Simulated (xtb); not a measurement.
BeCl, charge +1, singlet, from a rough starting geometry (GFN-xTB shapes and energies of metal compounds can be far from the true ones); GFN2-xTB run with xtb.

Here is a job for xtb.
```
$ xtb mol.xyz --gfn 2 --chrg 1 --opt vtight --json

# file mol.xyz
2

Be    -0.38345300    -0.49347678    -0.45967736
Cl     0.42542290     0.50202851     0.47982005
```

Q: Write the output that xtb gives for this input, abridged.

A: 
```
   ID    Z sym.   atoms
    1    4 Be     1
    2   17 Cl     2

           -------------------------------------------------
          |                Calculation Setup                |
           -------------------------------------------------

           -------------------------------------------------
          |                 G F N 2 - x T B                 |
           -------------------------------------------------

          ...................................................
          :                      SETUP                      :
          :.................................................:
          :  # basis functions                  14          :
          :  # atomic orbitals                  13          :
          :  # shells                            5          :
          :  # electrons                         8          :
          :  max. iterations                   250          :
          :  Hamiltonian                  GFN2-xTB          :
          :  restarted?                      false          :
          :  GBSA solvation                  false          :
          :  PC potential                    false          :
          :  electronic temp.          300.0000000     K    :
          :  accuracy                    1.0000000          :
          :  -> integral cutoff          0.2500000E+02      :
          :  -> integral neglect         0.1000000E-07      :
          :  -> SCF convergence          0.1000000E-05 Eh   :
          :  -> wf. convergence          0.1000000E-03 e    :
          :  Broyden damping             0.4000000          :
          :  net charge                          1          :
          :  unpaired electrons                  0          :
          ...................................................

 iter      E             dE          RMSdq      gap      omega  full diag
   1     10.9822541  0.109823E+02  0.517E+01    6.46       0.0  T
   2     -2.9079982 -0.138903E+02  0.315E+01   20.37       1.0  T
   3     -3.2973167 -0.389319E+00  0.212E+01   15.03       1.0  T
   4     -4.7030832 -0.140577E+01  0.141E+01    2.74       1.0  T
   5     -4.6376788  0.654044E-01  0.144E+01    2.59       1.0  T
   6     12.2834801  0.169212E+02  0.515E+01    9.96       1.0  T
   7     -3.0740261 -0.153575E+02  0.234E+01    1.83       1.0  T
   8     -3.7102823 -0.636256E+00  0.195E+01   12.52       1.0  T
   9     -4.1971714 -0.486889E+00  0.234E+01    6.38       1.0  T
  10      4.7107868  0.890796E+01  0.371E+01    3.10       1.0  T
  11     -3.7187049 -0.842949E+01  0.168E+01   12.74       1.0  T
  12     -4.6535574 -0.934853E+00  0.109E+01    4.26       1.0  T
  13     -4.7788490 -0.125292E+00  0.635E+00    3.45       1.0  T
  14     -2.3796623  0.239919E+01  0.199E+01    2.04       1.0  T
  15     -2.8996737 -0.520011E+00  0.178E+01    2.08       1.0  T
  16     -3.7051697 -0.805496E+00  0.140E+01    2.21       1.0  T
  17     -3.6782289  0.269408E-01  0.141E+01    2.20       1.0  T
  18     -4.7692324 -0.109100E+01  0.846E+00    3.18       1.0  T
  19     -4.7416156  0.276168E-01  0.752E+00    3.07       1.0  T
  20     -4.7781081 -0.364925E-01  0.572E+00    3.44       1.0  T
  21     -4.7705575  0.755058E-02  0.302E+00    3.50       1.0  T
  22     -4.7755811 -0.502358E-02  0.172E+00    3.64       1.0  T
  23     -4.7778278 -0.224665E-02  0.668E-01    3.96       1.0  T
  24     -4.7780338 -0.206086E-03  0.650E-01    3.98       1.0  T
  25     -4.7762657  0.176812E-02  0.875E-01    4.03       1.0  T
  26     -4.7759600  0.305757E-03  0.873E-01    4.03       1.0  T
  27     -4.7759678 -0.779286E-05  0.863E-01    4.00       1.0  T
  28     -4.7765352 -0.567405E-03  0.823E-01    3.99       1.0  T
  29     -4.7770952 -0.559983E-03  0.754E-01    3.97       1.0  T
  30     -4.7781068 -0.101167E-02  0.570E-01    3.94       1.0  T
  31     -4.7789553 -0.848522E-03  0.337E-01    3.91       1.0  T
  32     -4.7792895 -0.334151E-03  0.177E-01    3.89       1.0  T
  33     -4.7793873 -0.978563E-04  0.861E-02    3.87       1.0  T
  34     -4.7794124 -0.250130E-04  0.367E-02    3.87       1.9  T
  35     -4.7794177 -0.536224E-05  0.768E-03    3.86       9.2  T
  36     -4.7794180 -0.245744E-06  0.699E-04    3.86     101.2  T
  37     -4.7794180 -0.186661E-08  0.102E-04    3.86     690.8  T

   *** convergence criteria satisfied after 37 iterations ***

         :::::::::::::::::::::::::::::::::::::::::::::::::::::
         ::                     SUMMARY                     ::
         :::::::::::::::::::::::::::::::::::::::::::::::::::::
         :: total energy              -4.736415149854 Eh    ::
         :: gradient norm              0.072629467327 Eh/a0 ::
         :: HOMO-LUMO gap              3.862394872913 eV    ::
         ::.................................................::
         :: SCC energy                -4.779417972476 Eh    ::
         :: -> isotropic ES            0.088474721411 Eh    ::
         :: -> anisotropic ES         -0.004100531809 Eh    ::
         :: -> anisotropic XC         -0.007556565617 Eh    ::
         :: -> dispersion             -0.000422886554 Eh    ::
         :: repulsion energy           0.043002822622 Eh    ::
         :: add. restraining           0.000000000000 Eh    ::
         :: total charge               1.000000000000 e     ::
         :::::::::::::::::::::::::::::::::::::::::::::::::::::

      -----------------------------------------------------------
     |                   =====================                   |
     |                        A N C O P T                        |
     |                   =====================                   |
     |               Approximate Normal Coordinate               |
     |                Rational Function Optimizer                |
      -----------------------------------------------------------
      -----------------------------------------------------------
     |                   =====================                   |
[...]
 * total energy  :    -4.7364151 Eh     change       -0.4079759E-10 Eh
 * total energy  :    -4.7387765 Eh     change       -0.2361337E-02 Eh
 * total energy  :    -4.7395990 Eh     change       -0.8224922E-03 Eh
 * total energy  :    -4.7396353 Eh     change       -0.3630404E-04 Eh
 * total energy  :    -4.7396357 Eh     change       -0.4441785E-06 Eh
 * total energy  :    -4.7396358 Eh     change       -0.1187643E-06 Eh
 * total energy  :    -4.7396358 Eh     change       -0.2354561E-10 Eh
   *** GEOMETRY OPTIMIZATION CONVERGED AFTER 7 ITERATIONS ***
[...]
           -------------------------------------------------

          ...................................................
          :                      SETUP                      :
          :.................................................:
          :  # basis functions                  14          :
          :  # atomic orbitals                  13          :
          :  # shells                            5          :
          :  # electrons                         8          :
          :  max. iterations                   250          :
          :  Hamiltonian                  GFN2-xTB          :
          :  restarted?                      false          :
          :  GBSA solvation                  false          :
          :  PC potential                    false          :
          :  electronic temp.          300.0000000     K    :
          :  accuracy                    1.0000000          :
          :  -> integral cutoff          0.2500000E+02      :
          :  -> integral neglect         0.1000000E-07      :
          :  -> SCF convergence          0.1000000E-05 Eh   :
          :  -> wf. convergence          0.1000000E-03 e    :
          :  Broyden damping             0.4000000          :
          :  net charge                          1          :
          :  unpaired electrons                  0          :
          ...................................................

 iter      E             dE          RMSdq      gap      omega  full diag
   1     -4.7662264 -0.476623E+01  0.126E-05    3.57       0.0  T
   2     -4.7662264  0.245137E-12  0.128E-05    3.57    5529.9  T
   3     -4.7662264  0.399680E-13  0.121E-05    3.57    5827.8  T

   *** convergence criteria satisfied after 3 iterations ***

         :::::::::::::::::::::::::::::::::::::::::::::::::::::
         ::                     SUMMARY                     ::
         :::::::::::::::::::::::::::::::::::::::::::::::::::::
         :: total energy              -4.739635846336 Eh    ::
         :: gradient norm              0.000000552355 Eh/a0 ::
         :: HOMO-LUMO gap              3.571674527328 eV    ::
         ::.................................................::
         :: SCC energy                -4.766226379791 Eh    ::
         :: -> isotropic ES            0.089703134635 Eh    ::
         :: -> anisotropic ES         -0.004258231634 Eh    ::
         :: -> anisotropic XC         -0.007897941840 Eh    ::
         :: -> dispersion             -0.000422342841 Eh    ::
         :: repulsion energy           0.026590533455 Eh    ::
         :: add. restraining           0.000000000000 Eh    ::
         :: total charge               1.000000000000 e     ::
         :::::::::::::::::::::::::::::::::::::::::::::::::::::

           -------------------------------------------------
          |                Property Printout                |
           -------------------------------------------------

    * Orbital Energies and Occupations

         #    Occupation            Energy/Eh            Energy/eV
      -------------------------------------------------------------
         1        2.0000           -1.3160514             -35.8116
         2        2.0000           -0.7657685             -20.8376
         3        2.0000           -0.7626604             -20.7530
         4        2.0000           -0.7626604             -20.7530 (HOMO)
         5                         -0.6314037             -17.1814 (LUMO)
         6                         -0.5441129             -14.8061
         7                         -0.5441129             -14.8061
         8                         -0.2840580              -7.7296
         9                         -0.2806472              -7.6368
        10                         -0.2806472              -7.6368
        11                         -0.2730049              -7.4288
        12                         -0.2730049              -7.4288
        13                          0.2152112               5.8562
      -------------------------------------------------------------
                  HL-Gap            0.1312566 Eh            3.5717 eV
             Fermi-level           -0.6970320 Eh          -18.9672 eV

     #   Z          covCN         q      C6AA      α(0)
     1   4 Be       0.765     0.687    56.752    22.510
     2  17 Cl       0.765     0.313    90.140    14.523

 Mol. C6AA /au·bohr⁶  :        260.422115
 Mol. C8AA /au·bohr⁸  :      11184.527361
 Mol. α(0) /au        :         37.032838

Wiberg/Mayer (AO) data.
largest (>0.10) Wiberg bond orders for each atom

 ---------------------------------------------------------------------------
     #   Z sym  total        # sym  WBO       # sym  WBO       # sym  WBO
 ---------------------------------------------------------------------------
     1   4 Be   2.094 --     2 Cl   2.094
     2  17 Cl   2.094 --     1 Be   2.094
 ---------------------------------------------------------------------------

Topologies differ in total number of bonds
Writing topology from bond orders to xtbtopo.mol

molecular dipole:
                 x           y           z       tot (Debye)
 q only:       -0.259      -0.360      -0.328
   full:       -0.610      -0.792      -0.736       3.154
molecular quadrupole (traceless):
                xx          xy          yy          xz          yz          zz
 q only:       -0.288       1.153       0.229       1.084       1.354       0.060
  q+dip:       -0.759       3.062       0.601       2.880       3.589       0.158
   full:       -0.671       2.687       0.531       2.525       3.153       0.139

optimized geometry written to: xtbopt.xyz

           -------------------------------------------------
          | TOTAL ENERGY               -4.739635846336 Eh   |
          | GRADIENT NORM               0.000000552355 Eh/α |
          | HOMO-LUMO GAP               3.571674527328 eV   |
           -------------------------------------------------
```
